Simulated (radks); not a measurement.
Task: The mean radii <r> (bohr) of the occupied orbitals of an atom or ion are listed with their occupations. Calculated with a radial shooting solver on a logarithmic mesh with Libxc functionals: Dirac Kohn-Sham, BLYP, spin-unpolarised, spherical densities, point nucleus.

orbital  occ.      <r>
1s1/2       2  0.04861
2s1/2       2   0.2172
2p1/2       2   0.1880
2p3/2       4   0.1915
3s1/2       2   0.6035
3p1/2       2   0.6025
3p3/2       4   0.6098
3d3/2       3   0.5866

Name the element and its charge. Open shells, if any, fill j = l - 1/2 first.

Result: Z = 31, gallium, charge +10: Ga10+ in [Ar] 3d3. The 1s radius gives Z: for a bare nucleus <r> = (2 gamma + 1)/(2Z) with gamma = sqrt(1 - (Z/c)^2), 0.04755 bohr for Z = 31, and screening makes it slightly larger (0.04861 here). The occupations add up to 21, and the charge is Z minus that.
